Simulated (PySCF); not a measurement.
**N 1s core levels and what the atom is bonded to**

Gas-phase molecules, one conformer each, relaxed by PBE0-D3(BJ)/def2-SVP with no frequency check. Core levels by delta-SCF with SCAN, pcX-2 on the ionised atom and pcseg-1 elsewhere, spin-free X2C; energies from the vacuum level.

```json
{"structure (SMILES)": "[CH3][Al]1[NH][AlH][NH][AlH][NH]1", "N bonded to": "2 Al + 1 H", "mean electronegativity of these (Pauling)": "1.81", "N 1s (eV)": "402.99"}
{"structure (SMILES)": "F[SiH](F)N([SiH3])[SiH3]", "N bonded to": "3 Si", "mean electronegativity of these (Pauling)": "1.90", "N 1s (eV)": "404.47"}
{"structure (SMILES)": "BN([SiH3])[SiH3]", "N bonded to": "1 B + 2 Si", "mean electronegativity of these (Pauling)": "1.95", "N 1s (eV)": "404.42"}
{"structure (SMILES)": "[OH][Ga]([OH])[NH][SiH3]", "N bonded to": "1 Ga + 1 Si + 1 H", "mean electronegativity of these (Pauling)": "1.97", "N 1s (eV)": "404.32"}
{"structure (SMILES)": "C[NH][Al]([OH])[OH]", "N bonded to": "1 Al + 1 C + 1 H", "mean electronegativity of these (Pauling)": "2.12", "N 1s (eV)": "404.09"}
{"structure (SMILES)": "NB1O[Si](N)(N)O1", "N bonded to": "1 B + 2 H", "mean electronegativity of these (Pauling)": "2.15", "N 1s (eV)": "404.94"}
{"structure (SMILES)": "NP(N)(N)=O", "N bonded to": "1 P + 2 H", "mean electronegativity of these (Pauling)": "2.20", "N 1s (eV)": "?"}
{"structure (SMILES)": "[OH][Al]([OH])[O][N]([GeH3])[GeH3]", "N bonded to": "2 Ge + 1 O", "mean electronegativity of these (Pauling)": "2.49", "N 1s (eV)": "404.77"}
```

**Question.** Fit a straight line to the complete rows and predict the core level of N in NP(N)(N)=O, bonded to 1 P + 2 H.

**Answer.** E = 400.698 + 1.745·χ (7 points, rms 0.46 eV, correlation 0.618). At 2.20 this gives 404.54 eV; the calculation itself gave 405.26 eV, so the fit is off by 0.72. The points scatter widely, so the line says little.

For scale, for NP(N)(N)=O: hardware: 1 thread of Arm Neoverse V2 (aarch64), shared host; wall time 29 s, peak memory 0.49 GiB, launched as `OMP_NUM_THREADS=1 python cluster_run.py task.json out`.
